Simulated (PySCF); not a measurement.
Species: (SiH3)3P, H9PSi3.
Bonds: Si1–P2, P2–Si3, P2–Si4. Hydrogens: H5, H6, H7 on Si1; H8, H9, H10 on Si3; H11, H12, H13 on Si4.

Method: PBE0-D3(BJ)/def2-SVP geometry optimisation, gas phase (PySCF 2.14.0); density fitting, grid level 1; the optimiser is geomeTRIC in internal coordinates, started from a GFN2-xTB structure with every atom displaced at random (about 0.01 Å).

Step 0: E = -33044.7135 eV
```
atom  x, y, z in Å  |  force x, y, z in eV/Å
Si1    -0.6459    1.7006   -0.8132   -0.355   0.139   0.108
P2      0.2396   -0.2811   -1.1329    0.568  -0.297  -1.032
Si3     1.9022   -0.2654    0.3186    0.148   0.430   0.164
Si4    -1.1907   -1.6201   -0.1491   -0.689   0.401   0.197
H5      0.3054    2.7032   -1.2936    0.391   0.393  -0.178
H6     -0.9975    1.9900    0.5855   -0.082   0.107   0.485
H7     -1.8772    1.7608   -1.6188   -0.338   0.039  -0.238
H8      2.8995    0.7356   -0.1495    0.084   0.049  -0.020
H9      2.4948   -1.6009    0.3409    0.281  -0.566  -0.026
H10     1.4868    0.0772    1.6958   -0.094   0.111   0.325
H11    -0.6465   -2.9631   -0.1402    0.335  -0.796   0.008
H12    -2.4383   -1.5710   -0.9409   -0.239  -0.070  -0.218
H13    -1.5525   -1.2096    1.2219   -0.011   0.060   0.426
```

Step 1: E = -33044.8530 eV
```
atom  x, y, z in Å  |  force x, y, z in eV/Å
Si1    -0.6578    1.7023   -0.8242   -0.011   0.138  -0.032
P2      0.2797   -0.3052   -1.2336    0.007  -0.010  -0.065
Si3     1.9091   -0.2638    0.3212    0.119  -0.033   0.045
Si4    -1.2125   -1.6053   -0.1554   -0.005  -0.202  -0.007
H5      0.2938    2.7521   -1.3017   -0.005  -0.023   0.016
H6     -0.9748    1.9639    0.6149    0.014  -0.053   0.013
H7     -1.9199    1.7934   -1.6190    0.005  -0.025   0.010
H8      2.9385    0.7303   -0.1098   -0.034   0.005  -0.012
H9      2.5370   -1.6208    0.3620   -0.039   0.022   0.003
H10     1.4429    0.0960    1.6963   -0.045   0.001  -0.002
H11    -0.6718   -3.0024   -0.1260   -0.001   0.082   0.001
H12    -2.4786   -1.6027   -0.9477   -0.008   0.040   0.011
H13    -1.5060   -1.1815    1.2475    0.003   0.057   0.019
```

Problem. Estimate the geometry and energy of step 2. (The exact step hangs on the optimiser's Hessian estimate; all steps are aligned on step 1, rigid shifts and turns removed.)

Solution. E = -33044.8575 eV, largest force 0.070 eV/Å
```
atom  x, y, z in Å  |  force x, y, z in eV/Å
Si1    -0.6532    1.6982   -0.8261   -0.010   0.054  -0.002
P2      0.2834   -0.3088   -1.2495    0.012  -0.015  -0.067
Si3     1.9027   -0.2646    0.3177    0.039  -0.003   0.029
Si4    -1.2059   -1.6041   -0.1582   -0.016  -0.059   0.013
H5      0.2962    2.7527   -1.2932   -0.001  -0.003   0.006
H6     -0.9612    1.9301    0.6200    0.005  -0.021   0.006
H7     -1.9199    1.7888   -1.6125    0.000  -0.004   0.004
H8      2.9280    0.7344   -0.1084   -0.007   0.004  -0.001
H9      2.5264   -1.6210    0.3680   -0.008   0.000   0.007
H10     1.4108    0.0975    1.6840   -0.016   0.000  -0.004
H11    -0.6648   -2.9964   -0.1204    0.005   0.013   0.002
H12    -2.4790   -1.5942   -0.9393   -0.005   0.014   0.011
H13    -1.4839   -1.1563    1.2425    0.001   0.020  -0.004
```

The energy changes by -0.0045 eV. The first-order estimate −F·Δx gives -0.0063 eV and the mean of the old and new forces, exact on a quadratic surface, -0.0046 eV. The step makes an angle of 74° with the force vector and moves no atom by more than 0.037 Å.

The cost below is that of the whole optimisation. On one thread, Arm Neoverse V1 (aarch64), no GPU, shared host with 32 logical CPUs at a one-minute load of 9.2, this took 26 s wall and 0.52 GiB of memory at its peak.
